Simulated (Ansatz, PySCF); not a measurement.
C2H6BrInO, singlet, at a GFN2-xTB geometry (such geometries of metal compounds can be far from the true shape) (all electrons, no relativity). Base run: PySCF with CASSCF(2,4)/STO-3G.

Here is a job for PySCF.
```python
from pyscf import gto, scf, mcscf
import numpy

mol = gto.M(
    atom='''
In   -0.290212    0.024836   -0.269300
Br    1.383843    0.353809    1.539750
C    -0.706944   -1.805259   -1.549417
C    -1.794352   -1.523346   -2.559211
H    -0.981726   -2.592823   -0.851239
H     0.242122   -2.055383   -2.018086
H    -1.506225   -0.715652   -3.234651
H    -2.729062   -1.249009   -2.066532
H    -1.979701   -2.415623   -3.160201
O    -1.283999    1.702853   -0.451586
H    -1.979743    1.777042   -1.100394
''',
    basis='sto-3g',
    charge=0,
    spin=0,
    verbose=4,
)

mf = scf.RHF(mol)
mf.kernel()
mc = mcscf.CASSCF(mf, 4, 2)
mc.fix_spin_(ss=0.0)
mc.kernel()
occ = numpy.linalg.eigvalsh(mc.fcisolver.make_rdm1(mc.ci, mc.ncas, mc.nelecas))[::-1]
ss = mc.fcisolver.spin_square(mc.ci, mc.ncas, mc.nelecas)[0]
print('natural occupations', occ.round(4), ' <S^2>', round(ss, 4))
```

Programs used: Ansatz (a first-principles code), PySCF; a row that names a program was run with it.

The base run was repeated with changes; each row names its change, and settings that it needs were set with it.

```
change                                                ΔE vs base (mEh)                      natural occupations  <S^2> of the state        outcome
----------------------------------------------------  ----------------  ---------------------------------------  ------------------  -------------
base                                                             0.000                      1.96 0.04 0.00 0.00                0.00      converged
active space = 4 electrons, 5 orbitals                         -12.794                 1.98 1.96 0.04 0.02 0.00                0.00      converged
active space = 6 electrons, 8 orbitals                         -28.553  1.97 1.97 1.95 0.05 0.03 0.02 0.00 0.00                0.00      converged
start = MP2 natural orbitals                                     0.000                      1.96 0.04 0.00 0.00                0.00      converged
solver = newton                                                  0.000                      1.96 0.04 0.00 0.00                0.00      converged
code = ansatz                                                   -2.792                                        -                   -      converged
code = ansatz; correction = SC-NEVPT2, all electrons            -161.5                                        -                   -      converged
correction = SC-NEVPT2                                          -161.5                      1.96 0.04 0.00 0.00                0.00      converged
active space = 8 electrons, 6 orbitals                               -                                        -                   -  not converged
conv_tol = 1e-5                                                  0.000                      1.96 0.04 0.00 0.00                0.00      converged
fix_spin_ = off                                                  0.000                      1.96 0.04 0.00 0.00                0.00      converged
```

Active orbitals are taken around the Fermi level unless the row says otherwise; CASSCF can end in different local minima, and two programs can end on different orbitals. State-averaged rows give the lowest state.
